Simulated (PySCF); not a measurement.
# How methods differ on the excitation energy of Ag

Ag [Kr] 4d10 5s1 (2S) → Ag [Kr] 4d9 5s2 (2D), as a difference of total energies. All numbers are calculated (PySCF 2.14, the spin-free X2C one-electron Hamiltonian (Gaussian nucleus), in x2c-TZVPPall with one added diffuse shell each of s, p, d, f type (9s7p7d3f1g, 95 functions)). Correlated levels: valence: [Kr] frozen; valence and next inner shell: [Ar] 3d10 frozen. The calculations carry no spin-orbit coupling.

```csv
method,excitation energy (eV)
UHF,3.694
LDA,4.110
PBE,4.068
PBE0,4.086
r2SCAN,4.074
r2SCAN0,4.047
BHandHLYP,3.847
M06-2X,4.102
wB97X,3.878
MP2 (valence),4.307
SCS-MP2 (valence),4.102
MP2 (valence and next inner shell),4.208
SCS-MP2 (valence and next inner shell),3.981
```

Errors of the correlated levels include the incompleteness of this basis and the frozen core.

Q: Which method comes closest to the reference value, and which is furthest?

A: The reference is 3.971 eV (measured; NIST levels, between the centres of gravity of the two terms). Closest: SCS-MP2 (valence and next inner shell) (error 0.010 eV); furthest: MP2 (valence) (error 0.336 eV).
